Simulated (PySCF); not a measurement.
Computed with core-valence-separated Tamm–Dancoff BHandHLYP/aug-pcX-1 (pcseg-1 on H, def2-SVPD on Si) in PySCF, non-relativistic, gas phase, PBE0-D3(BJ)/def2-SVP geometry. BHandHLYP without relativity tends to put these K edges a few eV too low, so spacings mean more than positions.

Main lines of an unknown, eV (oscillator strength): C K: 282.9 (0.047), 283.0 (0.052), 284.7 (0.038), 285.5 (0.027), 285.7 (0.035); N K: 396.6 (0.062), 396.8 (0.063). Listed: the first five lines at most of each edge with a tenth or more of its strongest line's intensity; roots within 0.03 eV on the same or equivalent atoms are summed. Only the lowest roots were sought, and the top ones are left out.

Problem. Which candidate gives them?
A. `N#C[SiH]1CCC1`
B. `C#C[Si@@H](C)N=C`

Solution. A. 

- `N#C[SiH]1CCC1`: C K: 282.9 (0.047), 283.0 (0.052), 284.7 (0.038), 285.5 (0.027), 285.7 (0.035); N K: 396.6 (0.062), 396.8 (0.063). First C line listed at 282.9 eV, hole on the cyano carbon (1s→π*); first N line listed at 396.6 eV, hole on the cyano nitrogen (1s→π*).
- `C#C[Si@@H](C)N=C`: C K: 282.6 (0.070), 282.8 (0.052), 282.8 (0.054), 283.1 (0.053), 283.2 (0.054); N K: 395.5 (0.056), 400.1 (0.014). First C line listed at 282.6 eV, hole on the C=N carbon (1s→π*); first N line listed at 395.5 eV, hole on the C=N nitrogen.

One conformer each; other structures than these candidates weren't tested.
